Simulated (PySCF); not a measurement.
Species: C5H7F3.
SMILES: `FC(F)C1(F)CCC1`

Level of theory: TDDFT PBE0/def2-SVPD, vertical, gas phase, core orbitals frozen in the response in PySCF 2.14.0, density-fitted response routines. The structure is a single GFN2-xTB conformer in the gas phase; no vibrational or solvent corrections. Torsions of this conformer, `[F:1][CH:2]([F:3])[C:4]1([F:5])[CH2:6][CH2:7][CH2:8]1`: F1–C2–C4–F5 -77°.

```
state  E (eV)  E (hartree)       f  |μ| (D)   main configurations (H = HOMO, L = LUMO)
   S1    8.44       0.3100  0.0080     0.50                                  H→L (90%)
   S2    8.60       0.3162   0.019     0.77                                H-1→L (89%)
   S3    8.86       0.3256  0.0081     0.49       H→L+1 (49%), H→L+2 (29%), H→L+3 (9%)
   S4    8.99       0.3302   0.028     0.91                   H→L+2 (65%), H→L+1 (25%)
   S5    9.07       0.3332   0.026     0.86  H-1→L+1 (35%), H→L+3 (19%), H-1→L+3 (17%)
   S6    9.10       0.3344   0.066     1.38    H→L+3 (50%), H-1→L+1 (14%), H→L+1 (13%)
```

Triplets (Tamm–Dancoff): T1 8.10 eV, H→L (65%), H→L+3 (15%); T2 8.33 eV, H-1→L (61%), H-1→L+3 (19%), H-1→L+1 (10%).

The lowest singlet comes at 147 nm (814 kJ/mol) in the vacuum ultraviolet; it is weak; its leading configuration is HOMO→LUMO (90%). The most intense listed level is S6 at 9.10 eV (136 nm, f = 0.066), 0.66 eV above S1. It is the last of those listed, so stronger ones may follow. Löwdin shares by element: HOMO carbon 42% or more, fluorine 12% or more (atoms not listed hold the other 47%); LUMO carbon 36% or more, hydrogen 10% or more (atoms not listed hold the other 54%). Weighted by f, the mean energy of these states is 8.97 eV. The oscillator strengths of these states sum to 0.155; summed over the whole spectrum of an exact calculation they would give the number of electrons, 64 (Thomas–Reiche–Kuhn). Orbital energies (eV): HOMO-3 -10.18, HOMO-2 -9.88, HOMO-1 -9.15, HOMO -8.95, LUMO 0.70, LUMO+1 1.16, LUMO+2 1.23. The window holds the lowest 6 singlets.

The run took 42 s wall (grids of density and orbitals included) on one thread, Arm Neoverse V2 (aarch64) (shared host), and the process peaked at 0.86 GiB of memory.
